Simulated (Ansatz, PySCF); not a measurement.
BiF3, SMILES [F][Bi]([F])[F]. Atoms are numbered in the order given.

```xyz
4

Bi     0.0000    -0.0001     0.2581
F      1.4954    -0.8631    -0.7831
F     -1.4954    -0.8631    -0.7831
F      0.0000     1.7263    -0.7832
```
Charge 0, spin multiplicity 1.

Geometry: PBE0-D3(BJ)/def2-SVP. The isomer is the one that the SMILES or the coordinates give; other isomers of the formula were not compared. The def2 effective core potentials stand for the cores of Bi; spin–orbit coupling is left out.

Two levels are set side by side: PBE-D3(BJ)/def2-SVP (Ansatz, a quantum-chemistry and plane-wave program) and PBE0-D3(BJ)/def2-SVP (Ansatz). Each level has its own optimised geometry; the coordinates shown are those of the second. Frequencies come from the Hessian of PySCF at each geometry. Differences are taken from unrounded values.

```csv
quantity,PBE0-D3(BJ),PBE-D3(BJ),PBE-D3(BJ) minus PBE0-D3(BJ)
mean bond length (Å),2.016,2.043,0.026
bond Bi1–F2 (Å),2.016,2.043,0.027
bond Bi1–F3 (Å),2.016,2.043,0.027
bond Bi1–F4 (Å),2.016,2.043,0.026
highest harmonic wavenumber (cm⁻¹),617,582,-34
mean harmonic wavenumber (cm⁻¹),391,370,-22
zero-point energy (kcal/mol),3.36,3.17,-0.19
```

GGA bonds tend to be longer and softer than those of functionals with exact exchange. Differences between two approximate levels are no errors against the true value.
